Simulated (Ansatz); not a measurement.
`ClB[SeH]` + CH₃OH → `OCBCl` + H₂Se  (formal exchange of groups at a B–Se bond)

Computed with Ansatz on PBE0-D4/def2-TZVP structures; ΔE is electronic, products minus reactants. CCSD(T)/CBS adds triple-zeta CCSD(T) − MP2 to the extrapolated MP2 energy (def2 sets, frozen cores). This one scheme is used for every species. Functionals use def2-TZVPP. For Se outer-core shells are correlated without core-valence functions, which leaves a few kJ/mol of doubt a bond. Scalar relativity is left out up to krypton. Each species was taken in one conformer, which may not be the lowest.

**Question.** Is it downhill or uphill in electronic energy at CCSD(T)/CBS, and by how much? (Best estimate.)

**Answer.** Ansatz gave: Uphill: ΔE = +70.1 kJ/mol.

**Question.** What do these levels give: PBE0-D4, CAM-B3LYP-D4, PBE-QIDH, PBE, r2SCANh, CCSD/def2-SVP? (An estimate is asked.)

**Answer.** Ansatz gave: PBE0-D4 66.5, CAM-B3LYP-D4 60.1, PBE-QIDH 69.9, PBE 67.2, r2SCANh 67.0, CCSD/def2-SVP 66.6 kJ/mol.

Largest T1 diagnostic among the species: 0.012.

In def2-TZVPP, CCSD(T) changes the Hartree–Fock value by +4.4 kJ/mol (the triples alone add +1.6 kJ/mol) and MP2 by +10.4 kJ/mol. Leaving LDA and LC-ωPBE aside and taking each functional with its dispersion term where it has one, the values spread over 9.8 kJ/mol, from CAM-B3LYP-D4 to PBE-QIDH. LDA lies −11.0 kJ/mol from PBE without D4.
